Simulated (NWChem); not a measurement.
System: C2H4BFO2; SMILES B1(OCCO1)F

```xyz
10

F      0.0000     0.0000    -2.0832
B      0.0000     0.0000    -0.7664
O      0.0153    -1.1452    -0.0320
C      0.1130    -0.7639     1.3296
C     -0.1130     0.7639     1.3296
O     -0.0153     1.1452    -0.0320
H     -0.6380    -1.3051     1.9250
H      1.1108    -1.0372     1.7121
H      0.6380     1.3051     1.9250
H     -1.1108     1.0372     1.7121
```
Atoms are numbered in this order, from 1.

Results from NWChem. Pople sets run with spherical d functions. Coordinates come from a PBE0/def2-SVP optimisation. Atomic charges in e: unrestrained fits to the electrostatic potential beside Mulliken populations; buried atoms are poorly determined by the fit.

**Question.** Estimate the computed values for Hartree-Fock/6-31G*. Quantities: ESP F1; Mulliken F1; ESP B2; Mulliken B2; ESP O3; Mulliken O3; ESP C4; Mulliken C4; ESP C5; Mulliken C5; relative RMS misfit of the potential (%).

**Answer.** 
| Property | Value |
|---|---|
| ESP F1 | -0.38 |
| Mulliken F1 | -0.39 |
| ESP B2 | 1.01 |
| Mulliken B2 | 0.98 |
| ESP O3 | -0.58 |
| Mulliken O3 | -0.63 |
| ESP C4 | 0.25 |
| Mulliken C4 | -0.03 |
| ESP C5 | 0.24 |
| Mulliken C5 | -0.03 |
| relative RMS misfit of the potential (%) | 20 |
